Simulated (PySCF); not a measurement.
PySCF job for Sn(F)(Cl)2(OMe) (CH3Cl2FOSn), SMILES C[O][Sn]([F])([Cl])[Cl], B3LYP-D3(BJ)/def2-SVP. Geometry: B3LYP-D3(BJ)/def2-SVP. The structure was generated by enumeration; whether it is a known compound was not checked. The def2 effective core potentials stand for the cores of Sn; spin–orbit coupling is left out. Other conformers were not sampled.

```python
import numpy as np
from pyscf import gto, scf, dft, df
from pyscf.hessian import thermo

mol = gto.M(
    atom='''
    C    -2.85352130    0.17279171   -0.09436537
    O    -1.65056506    0.91335608   -0.25376746
    Sn    0.08586295   -0.00414437   -0.16092291
    F     0.33034621   -1.06983171   -1.75444920
    Cl    1.78545697    1.57674996   -0.08175861
    Cl    0.13469998   -1.48758420    1.64558497
    H    -3.06220736   -0.47244430   -0.96650598
    H    -2.84811173   -0.45444073    0.81527714
    H    -3.67296453    0.90317219   -0.00129897
    ''',
    basis='def2-SVP',
    ecp={'Sn': 'def2-svp'},
    charge=0,
    spin=0,
    max_memory=1600,
    verbose=3,
)
mf = dft.RKS(mol, xc='b3lyp').density_fit(auxbasis='def2-universal-jkfit')
mf.disp = 'd3bj'
mf.grids.level = 3
mf.conv_tol = 1e-11
mf.max_cycle = 100
mf.kernel()

# [left out here: the lines that compute and print the analytic Hessian (its translational invariance restored by hand, since the grid's response is missing), thermochemistry and intensities]
```

Output:

```
converged SCF energy = -1349.43808363471

WARN: DFTD3 does not support analytical Hessian, using finite difference


WARN: Mole.unit (angstrom) is changed to Bohr

Mode                                 0                   1                   2
Irrep
Freq [cm^-1]                       39.6245             86.9595             99.6185
Reduced mass [au]                   3.6621              5.8325              8.7321
Force const [Dyne/A]                0.0034              0.0260              0.0511
Char temp [K]                      57.0109            125.1154            143.3288
Normal mode                   x     y     z       x     y     z       x     y     z
       0   C                 0.00  0.02  0.18    0.02 -0.16  0.03   -0.02  0.02  0.00
       1   O                -0.00 -0.02 -0.06   -0.04 -0.04  0.02   -0.01 -0.00 -0.06
       2  Sn                 0.01 -0.01 -0.02   -0.00  0.03 -0.00   -0.02 -0.01 -0.02
       3   F                 0.09 -0.01 -0.01   -0.02  0.04 -0.02   -0.04  0.00 -0.03
       4  Cl                -0.01  0.01  0.02    0.07 -0.05  0.00    0.01 -0.04  0.09
       5  Cl                -0.05  0.01 -0.00   -0.04  0.03  0.00    0.09  0.05  0.02
       6   H                -0.12 -0.07  0.27    0.07 -0.17  0.03    0.01 -0.11  0.10
       7   H                 0.10  0.12  0.24    0.09 -0.16  0.03   -0.06  0.17  0.10
       8   H                 0.03  0.05  0.20   -0.04 -0.23  0.04   -0.02  0.04 -0.14
Mode                                 3                   4                   5
Irrep
Freq [cm^-1]                      114.9339            140.5439            148.5553
Reduced mass [au]                   1.2931             13.2418             11.2758
Force const [Dyne/A]                0.0101              0.1541              0.1466
Char temp [K]                     165.3643            202.2114            213.7380
Normal mode                   x     y     z       x     y     z       x     y     z
       0   C                 0.01 -0.01  0.00    0.06 -0.02  0.01   -0.02  0.03 -0.02
       1   O                -0.00  0.00 -0.04    0.04  0.01  0.05    0.01 -0.02  0.04
       2  Sn                 0.00  0.01  0.02    0.03 -0.02 -0.02    0.00 -0.03  0.01
       3   F                -0.02  0.01  0.02   -0.13 -0.03 -0.03    0.04  0.14 -0.10
       4  Cl                 0.01  0.01 -0.03   -0.03  0.05  0.04   -0.01 -0.01 -0.03
       5  Cl                -0.01 -0.04 -0.02   -0.05  0.03  0.02   -0.02  0.03  0.06
       6   H                 0.23 -0.40  0.24    0.13 -0.08  0.03    0.03 -0.03  0.01
       7   H                -0.14  0.38  0.27    0.03  0.03  0.05   -0.12  0.09  0.03
       8   H                -0.05 -0.02 -0.50    0.03 -0.05 -0.08   -0.01  0.06 -0.14
Mode                                 6                   7                   8
Irrep
Freq [cm^-1]                      184.4200            262.9730            367.7998
Reduced mass [au]                   6.3234              4.5618             34.9121
Force const [Dyne/A]                0.1267              0.1859              2.7826
Char temp [K]                     265.3393            378.3596            529.1820
Normal mode                   x     y     z       x     y     z       x     y     z
       0   C                -0.01 -0.00  0.00   -0.16  0.04 -0.01   -0.00 -0.01  0.00
       1   O                -0.01  0.04  0.17   -0.05 -0.13  0.03   -0.02  0.03 -0.00
       2  Sn                -0.01  0.00 -0.03    0.03  0.01 -0.00   -0.02  0.00 -0.03
       3   F                 0.09 -0.06  0.03   -0.03 -0.02  0.01    0.01 -0.01 -0.02
       4  Cl                -0.00 -0.01  0.01    0.04  0.02  0.01    0.06  0.06  0.00
       5  Cl                -0.00  0.02 -0.01   -0.01  0.00 -0.01    0.00 -0.08  0.10
       6   H                 0.17 -0.08  0.01   -0.21  0.05 -0.01    0.01 -0.01 -0.00
       7   H                -0.14  0.08  0.05   -0.29  0.05  0.00    0.02 -0.00 -0.00
       8   H                -0.05 -0.02 -0.21   -0.05  0.16 -0.06   -0.02 -0.03  0.00
Mode                                 9                  10                  11
Irrep
Freq [cm^-1]                      403.2511            570.6630            641.6386
Reduced mass [au]                  43.0517              8.6661             21.0898
Force const [Dyne/A]                4.1247              1.6628              5.1157
Char temp [K]                     580.1885            821.0570            923.1751
Normal mode                   x     y     z       x     y     z       x     y     z
       0   C                 0.01 -0.00  0.00   -0.08 -0.02  0.01   -0.01 -0.00 -0.00
       1   O                -0.00  0.01 -0.00   -0.14  0.15 -0.02   -0.02  0.02 -0.00
       2  Sn                -0.03 -0.04  0.02    0.03 -0.01  0.01    0.01 -0.02 -0.03
       3   F                 0.00 -0.00 -0.01    0.00 -0.02 -0.03   -0.03  0.12  0.17
       4  Cl                 0.08  0.08  0.00   -0.01 -0.01 -0.00    0.00  0.00  0.00
       5  Cl                -0.00  0.05 -0.06    0.00  0.00 -0.00    0.00 -0.00  0.00
       6   H                 0.01 -0.01  0.00   -0.02 -0.05  0.01   -0.01 -0.01  0.00
       7   H                 0.02 -0.01  0.00    0.02 -0.03  0.00    0.00 -0.01 -0.00
       8   H                -0.00 -0.02  0.01   -0.19 -0.14  0.04   -0.03 -0.02  0.00
Mode                                12                  13                  14
Irrep
Freq [cm^-1]                     1074.6871           1166.5027           1180.3076
Reduced mass [au]                   9.5238              1.2682              1.3088
Force const [Dyne/A]                6.4807              1.0168              1.0743
Char temp [K]                    1546.2355           1678.3376           1698.1999
Normal mode                   x     y     z       x     y     z       x     y     z
       0   C                 0.16  0.10 -0.03    0.00 -0.04 -0.12    0.07 -0.10  0.04
       1   O                -0.16 -0.07  0.02    0.00  0.02  0.05   -0.04  0.05 -0.02
       2  Sn                 0.00 -0.00  0.00   -0.00  0.00  0.00    0.00 -0.00  0.00
       3   F                 0.00 -0.00 -0.00   -0.00  0.00  0.00   -0.00  0.00  0.00
       4  Cl                 0.00 -0.00  0.00   -0.00 -0.00 -0.00   -0.00 -0.00 -0.00
       5  Cl                 0.00 -0.00  0.00    0.00  0.00 -0.00    0.00  0.00 -0.00
       6   H                 0.08  0.05  0.01   -0.55 -0.30  0.20   -0.21  0.18 -0.11
       7   H                 0.12  0.09 -0.02    0.31  0.33  0.13   -0.49 -0.05  0.08
       8   H                 0.06  0.00  0.01    0.20  0.14  0.24    0.49  0.39 -0.15
Mode                                15                  16                  17
Irrep
Freq [cm^-1]                     1462.1136           1466.4719           1479.6360
Reduced mass [au]                   1.0958              1.0593              1.0580
Force const [Dyne/A]                1.3802              1.3421              1.3647
Char temp [K]                    2103.6560           2109.9266           2128.8667
Normal mode                   x     y     z       x     y     z       x     y     z
       0   C                 0.07  0.01 -0.03    0.05  0.01  0.04   -0.01 -0.06  0.01
       1   O                 0.02  0.00 -0.01    0.01  0.00  0.01   -0.00 -0.01  0.00
       2  Sn                -0.00  0.00 -0.00   -0.00  0.00  0.00    0.00 -0.00  0.00
       3   F                 0.00 -0.00 -0.00   -0.00 -0.00 -0.00   -0.00  0.00  0.00
       4  Cl                 0.00  0.00  0.00    0.00  0.00 -0.00   -0.00 -0.00 -0.00
       5  Cl                -0.00 -0.00  0.00    0.00 -0.00  0.00   -0.00  0.00 -0.00
       6   H                -0.23  0.02  0.04   -0.62  0.16  0.06    0.04  0.53 -0.42
       7   H                -0.63  0.18  0.11    0.16 -0.18 -0.11    0.24  0.51  0.37
       8   H                -0.31 -0.44  0.34   -0.24 -0.21 -0.59   -0.08 -0.11 -0.06
Mode                                18                  19                  20
Irrep
Freq [cm^-1]                     2995.4182           3072.0576           3105.2795
Reduced mass [au]                   1.0322              1.1078              1.1044
Force const [Dyne/A]                5.4567              6.1599              6.2747
Char temp [K]                    4309.7399           4420.0069           4467.8058
Normal mode                   x     y     z       x     y     z       x     y     z
       0   C                -0.03 -0.04  0.01   -0.01 -0.00 -0.09    0.05 -0.07 -0.01
       1   O                -0.00 -0.00  0.00   -0.00 -0.00  0.00    0.00  0.00 -0.00
       2  Sn                 0.00 -0.00  0.00    0.00 -0.00 -0.00   -0.00 -0.00 -0.00
       3   F                -0.00  0.00  0.00    0.00  0.00  0.00    0.00  0.00  0.00
       4  Cl                -0.00  0.00 -0.00    0.00 -0.00  0.00   -0.00 -0.00 -0.00
       5  Cl                -0.00  0.00 -0.00   -0.00 -0.00  0.00    0.00  0.00 -0.00
       6   H                 0.11  0.35  0.50    0.11  0.40  0.54    0.05  0.15  0.23
       7   H                -0.02  0.36 -0.54    0.02 -0.38  0.54   -0.00  0.13 -0.22
       8   H                 0.29 -0.27 -0.03    0.01 -0.01 -0.02   -0.64  0.59  0.07
temperature 298.1500 [K]
pressure 101325.00 [Pa]
Rotational constants [GHz] 1.52302 1.16842 0.93591
Symmetry number 1
Zero-point energy (ZPE) 0.04571 [Eh]   120006.114 [J/mol]
                           tot       elec      trans        rot        vib
Entropy [J/mol/K]       419.071      0.000    177.080    124.042    117.950
Cv [J/mol/K]            113.998      0.000     12.472     12.472     89.055
Cp [J/mol/K]            122.313      0.000     20.786     12.472     89.055
Internal energy [J/mol]                      3718.434   3718.434 136975.832
Internal energy [Eh]   -1349.38308  -1349.43808
Enthalpy [J/mol]                             6197.391   3718.434 136975.832
Enthalpy [Eh]          -1349.38214
Gibbs free energy [J/mol]                  -46599.028 -33264.542 101809.139
Gibbs free energy [Eh] -1349.42973
mode   freq/cm-1   IR/(km/mol)
   1       39.62         1.901
   2       86.96         1.289
   3       99.62         1.713
   4      114.93         2.209
   5      140.54        20.145
   6      148.56        11.052
   7      184.42        29.751
   8      262.97        15.549
   9      367.80        21.952
  10      403.25        67.135
  11      570.66        37.872
  12      641.64        58.902
  13     1074.69       192.920
  14     1166.50         1.445
  15     1180.31         2.376
  16     1462.11         9.680
  17     1466.47        10.036
  18     1479.64        17.142
  19     2995.42        60.251
  20     3072.06        29.055
  21     3105.28        13.019
max |gradient| / (hartree/bohr): 0.00016662817175981367
APT charges: [ 0.4921 -0.843   2.055  -0.6301 -0.4725 -0.4962 -0.0463 -0.0266 -0.0325]
```

Self-consistency was reached.

Cost: roughly 2.8 core-minutes.
